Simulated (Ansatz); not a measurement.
Consider the isomerisation: `NC#C[SiH2][SiH3]` → `[SiH3]/N=C1\C[SiH2]1`.

Computed with Ansatz on PBE0-D4/def2-TZVP structures; ΔE is electronic, products minus reactants. CBS: MP2 limit from def2 TZ/QZ plus the TZ coupled-cluster correction, frozen cores. DFT in def2-TZVPP. B3LYP here is the variant with VWN-RPA as its local correlation; programs differ in this. Each species was taken in one conformer, which may not be the lowest.

CCSD(T)/CBS gives +5.7 kcal/mol.

**Question.** Another level gave +5.6 kcal/mol. Which?
A. PBE0/def2-TZVPP
B. HF/def2-TZVPP
C. B3LYP/def2-TZVPP
D. r2SCAN/def2-TZVPP

**Answer.** A. PBE0 5.6, B3LYP 7.1, r2SCAN 4.2, HF/def2-TZVPP 11.4 kcal/mol.

Largest T1 diagnostic among the species: 0.014.

In def2-TZVPP, CCSD(T) changes the Hartree–Fock value by −6.2 kcal/mol (the triples alone add −1.1 kcal/mol) and MP2 by −6.1 kcal/mol. From PBE to PBE0 (25 % exact exchange), in def2-TZVPP and without D4, ΔE moves by +0.8 kcal/mol. The D4 term adds −1.4 kcal/mol with B3LYP and −0.7 kcal/mol with PBE0; it sums over pairs of atoms, weighted by their polarisabilities, and B3LYP, whose exchange is more repulsive, gets the larger term.
